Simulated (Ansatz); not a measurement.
Input file for Ansatz (a quantum-chemistry and plane-wave program): R-revPBE/def2-TZVPP on HF (SMILES F).

Ansatz 0.2 input:
```yaml
crystal:
  periodic: [false, false, false]
  atoms:
    - {symbol: F, position_ang: [-0.00000000, 0.00000000, 0.46222970]}
    - {symbol: H, position_ang: [0.00000000, -0.00000000, -0.46222970]}
basis:
  gaussian:
    orbitals: def2-TZVPP
hamiltonian:
  xc: {name: revPBE}
scf: {lower_state_search: off}
```

Program output:

```
WARN ansatz: RAYON_NUM_THREADS=1 ignored (pool sized by the plan → 1); use --threads N
Functional definition: revPBE
these checks for a lower state are left out or cut short: stability, starts, cluster_reference, orbital_swaps, neighbouring_geometries, increment
integrals: 0.00 GiB planned
215 factors; their error is unknown
mean field: 0.06 GiB planned
mean field evaluation 1: about -2731.9830 eV, gradient 3.5e1 eV
mean field evaluation 2: about -2727.8353 eV, gradient 6.6e1 eV
mean field evaluation 4: about -2733.5893 eV, gradient 3.7e-1 eV
mean field evaluation 8: about -2733.5883 eV, gradient 1.4e-3 eV
mean field -2733.58831601 eV, -100.4575177207 hartree, gradient 2.5e-6 eV, S^2 0.000000; 0 other end points of the search recorded, 0 dependent functions left out
reference -2733.58833130 eV, -100.4575182824 hartree; 5, 5 occupied and 40, 40 virtual orbitals, 215 factors
Total energy: -2733.58833130 eV, -100.4575182824 hartree
Checks for a lower state left out: stability, starts, cluster_reference, orbital_swaps, neighbouring_geometries, increment
```

The run converged.

Cost: about 0.24 core-seconds (a rough figure).
